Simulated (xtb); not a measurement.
xtb input file for C3H6FNSi, SMILES F[C@@H]1CN=C1[SiH3], GFN2-xTB. 

```
$ xtb mol.xyz --gfn 2 --sp --chrg 0 --uhf 0 --json
$ cat mol.xyz
12

F     -0.95520481     1.06561015     1.50779536
C     -0.92024369     0.75467357     0.17455097
C     -1.87874711    -0.34536951    -0.32510153
N     -0.69697885    -1.07007868    -0.81156879
C      0.12904461    -0.21930824    -0.31070663
Si     2.00805986    -0.23704571    -0.24569686
H     -0.96184673     1.69657584    -0.38243173
H     -2.59026511    -0.07281298    -1.10426647
H     -2.38465561    -0.88550757     0.47335223
H      2.48711203    -1.36583345    -1.03299737
H      2.38491806    -0.34068428     1.16386181
H      2.44727176     1.04698688    -0.79939593
```

Output:

```
[banner left out]
          |                Calculation Setup                |
           -------------------------------------------------



           -------------------------------------------------
          |                 G F N 2 - x T B                 |
           -------------------------------------------------

        Reference                      10.1021/acs.jctc.8b01176
      * Hamiltonian:
        H0-scaling (s, p, d)           1.850000    2.230000    2.230000
        zeta-weighting                 0.500000
      * Dispersion:
        s8                             2.700000
        a1                             0.520000
        a2                             5.000000
        s9                             5.000000
      * Repulsion:
        kExp                           1.500000    1.000000
        rExp                           1.000000
      * Coulomb:
        alpha                          2.000000
        third order                    shell-resolved
        anisotropic                    true
        a3                             3.000000
        a5                             4.000000
        cn-shift                       1.200000
        cn-exp                         4.000000
        max-rad                        5.000000


          ...................................................
          :                      SETUP                      :
          :.................................................:
          :  # basis functions                  36          :
          :  # atomic orbitals                  35          :
          :  # shells                           19          :
          :  # electrons                        34          :
          :  max. iterations                   250          :
          :  Hamiltonian                  GFN2-xTB          :
          :  restarted?                      false          :
          :  GBSA solvation                  false          :
          :  PC potential                    false          :
          :  electronic temp.          300.0000000     K    :
          :  accuracy                    1.0000000          :
          :  -> integral cutoff          0.2500000E+02      :
          :  -> integral neglect         0.1000000E-07      :
          :  -> SCF convergence          0.1000000E-05 Eh   :
          :  -> wf. convergence          0.1000000E-03 e    :
          :  Broyden damping             0.4000000          :
          :  net charge                          0          :
          :  unpaired electrons                  0          :
          ...................................................

 iter      E             dE          RMSdq      gap      omega  full diag
   1    -18.9094484 -0.189094E+02  0.539E+00    3.31       0.0  T
   2    -18.9679526 -0.585043E-01  0.275E+00    3.27       1.0  T
   3    -18.9638532  0.409937E-02  0.235E+00    2.91       1.0  T
   4    -18.9781578 -0.143046E-01  0.121E+00    3.08       1.0  T
   5    -18.9770499  0.110789E-02  0.710E-01    2.95       1.0  T
   6    -18.9786064 -0.155644E-02  0.183E-01    3.01       1.0  T
   7    -18.9786747 -0.683374E-04  0.875E-02    3.02       1.0  T
   8    -18.9786783 -0.355836E-05  0.195E-02    3.02       1.5  T
   9    -18.9786790 -0.701551E-06  0.513E-03    3.02       5.6  T
  10    -18.9786790 -0.289407E-08  0.261E-03    3.02      11.1  T
  11    -18.9786790 -0.241556E-07  0.465E-04    3.02      62.1  T
  12    -18.9786790 -0.604572E-09  0.168E-04    3.02     171.7  T

   *** convergence criteria satisfied after 12 iterations ***

         #    Occupation            Energy/Eh            Energy/eV
      -------------------------------------------------------------
         1        2.0000           -0.8158163             -22.1995
       ...           ...                  ...                  ...
        11        2.0000           -0.4783978             -13.0179
        12        2.0000           -0.4736022             -12.8874
        13        2.0000           -0.4555700             -12.3967
        14        2.0000           -0.4424238             -12.0390
        15        2.0000           -0.4377874             -11.9128
        16        2.0000           -0.4153418             -11.3020
        17        2.0000           -0.3896597             -10.6032 (HOMO)
        18                         -0.2785580              -7.5799 (LUMO)
        19                         -0.1999326              -5.4404
        20                         -0.1955767              -5.3219
        21                         -0.1824046              -4.9635
        22                         -0.1107684              -3.0142
       ...                                ...                  ...
        35                          0.6638943              18.0655
      -------------------------------------------------------------
                  HL-Gap            0.1111017 Eh            3.0232 eV
             Fermi-level           -0.3341088 Eh           -9.0916 eV

 SCC (total)                   0 d,  0 h,  0 min,  0.005 sec
 SCC setup                      ...        0 min,  0.000 sec (  1.715%)
 Dispersion                     ...        0 min,  0.000 sec (  0.895%)
 classical contributions        ...        0 min,  0.000 sec (  0.430%)
 integral evaluation            ...        0 min,  0.001 sec ( 14.037%)
 iterations                     ...        0 min,  0.003 sec ( 56.343%)
 molecular gradient             ...        0 min,  0.001 sec ( 25.516%)
 printout                       ...        0 min,  0.000 sec (  0.939%)

         :::::::::::::::::::::::::::::::::::::::::::::::::::::
         ::                     SUMMARY                     ::
         :::::::::::::::::::::::::::::::::::::::::::::::::::::
         :: total energy             -18.803453458562 Eh    ::
         :: gradient norm              0.000090041586 Eh/a0 ::
         :: HOMO-LUMO gap              3.023230165594 eV    ::
         ::.................................................::
         :: SCC energy               -18.978670126531 Eh    ::
         :: -> isotropic ES            0.032417988296 Eh    ::
         :: -> anisotropic ES          0.002344708998 Eh    ::
         :: -> anisotropic XC          0.008267780868 Eh    ::
         :: -> dispersion             -0.007397749740 Eh    ::
         :: repulsion energy           0.175216667969 Eh    ::
         :: add. restraining           0.000000000000 Eh    ::
         :: total charge               0.000000000000 e     ::
         :::::::::::::::::::::::::::::::::::::::::::::::::::::

           -------------------------------------------------
          |                Property Printout                |
           -------------------------------------------------

    * Orbital Energies and Occupations

         #    Occupation            Energy/Eh            Energy/eV
      -------------------------------------------------------------
         1        2.0000           -0.8158163             -22.1995
       ...           ...                  ...                  ...
         5        2.0000           -0.6102933             -16.6069
         6        2.0000           -0.5664446             -15.4137
         7        2.0000           -0.5525631             -15.0360
         8        2.0000           -0.5403826             -14.7046
         9        2.0000           -0.5254894             -14.2993
        10        2.0000           -0.5128920             -13.9565
        11        2.0000           -0.4783978             -13.0179
        12        2.0000           -0.4736022             -12.8874
        13        2.0000           -0.4555700             -12.3967
        14        2.0000           -0.4424238             -12.0390
        15        2.0000           -0.4377874             -11.9128
        16        2.0000           -0.4153418             -11.3020
        17        2.0000           -0.3896597             -10.6032 (HOMO)
        18                         -0.2785580              -7.5799 (LUMO)
        19                         -0.1999326              -5.4404
        20                         -0.1955767              -5.3219
        21                         -0.1824046              -4.9635
        22                         -0.1107684              -3.0142
        23                         -0.0683251              -1.8592
        24                          0.0055616               0.1513
        25                          0.0288304               0.7845
        26                          0.0580868               1.5806
        27                          0.1284233               3.4946
        28                          0.1504571               4.0941
       ...                                ...                  ...
        35                          0.6638943              18.0655
      -------------------------------------------------------------
                  HL-Gap            0.1111017 Eh            3.0232 eV
             Fermi-level           -0.3341088 Eh           -9.0916 eV

     #   Z          covCN         q      C6AA      α(0)
     1   9 F        0.783    -0.251    11.779     4.054
     2   6 C        3.861     0.139    18.307     6.085
     3   6 C        4.195     0.015    20.242     6.390
     4   7 N        2.025    -0.245    27.161     7.730
     5   6 C        3.230    -0.016    27.580     8.528
     6  14 Si       3.639     0.442    99.066    19.089
     7   1 H        0.924     0.038     2.479     2.462
     8   1 H        0.925     0.044     2.403     2.424
     9   1 H        0.925     0.062     2.179     2.308
    10   1 H        0.920    -0.071     4.642     3.370
    11   1 H        0.918    -0.072     4.682     3.384
    12   1 H        0.918    -0.083     5.000     3.497

 Mol. C6AA /au·bohr⁶  :       1880.684139
 Mol. C8AA /au·bohr⁸  :      54989.126737
 Mol. α(0) /au        :         69.320883


Wiberg/Mayer (AO) data.
largest (>0.10) Wiberg bond orders for each atom

 ---------------------------------------------------------------------------
     #   Z sym  total        # sym  WBO       # sym  WBO       # sym  WBO
 ---------------------------------------------------------------------------
     1   9 F    1.019 --     2 C    0.930
     2   6 C    3.891 --     5 C    0.993     3 C    0.977     7 H    0.954
                             1 F    0.930
     3   6 C    3.984 --     4 N    1.016     2 C    0.977     8 H    0.967
                             9 H    0.962
     4   7 N    3.002 --     5 C    1.878     3 C    1.016
     5   6 C    3.897 --     4 N    1.878     2 C    0.993     6 Si   0.858
     6  14 Si   3.617 --    10 H    0.902    11 H    0.898    12 H    0.898
                             5 C    0.858
     7   1 H    0.999 --     2 C    0.954
     8   1 H    0.998 --     3 C    0.967
     9   1 H    0.996 --     3 C    0.962
    10   1 H    0.995 --     6 Si   0.902
    11   1 H    0.995 --     6 Si   0.898
    12   1 H    0.993 --     6 Si   0.898
 ---------------------------------------------------------------------------

Topologies differ in total number of bonds
Writing topology from bond orders to xtbtopo.mol

molecular dipole:
                 x           y           z       tot (Debye)
 q only:        0.554       0.063      -0.458
   full:        0.243       0.377      -0.368       1.474
molecular quadrupole (traceless):
                xx          xy          yy          xz          yz          zz
 q only:        5.825      -0.319      -2.054       1.099      -3.325      -3.771
  q+dip:        5.648      -0.802      -1.429       1.525      -5.775      -4.219
   full:        6.321      -0.961      -2.227       1.339      -5.897      -4.095


           -------------------------------------------------
          | TOTAL ENERGY              -18.803453458562 Eh   |
Note: The following floating-point exceptions are signalling: IEEE_UNDERFLOW_FLAG IEEE_DENORMAL
normal termination of xtb
          | GRADIENT NORM               0.000090041586 Eh/α |
          | HOMO-LUMO GAP               3.023230165594 eV   |
           -------------------------------------------------

------------------------------------------------------------------------
------------------------------------------------------------------------
 total:
 SCF:
```

Self-consistency was reached.

Cost: roughly 0.03 core-seconds.
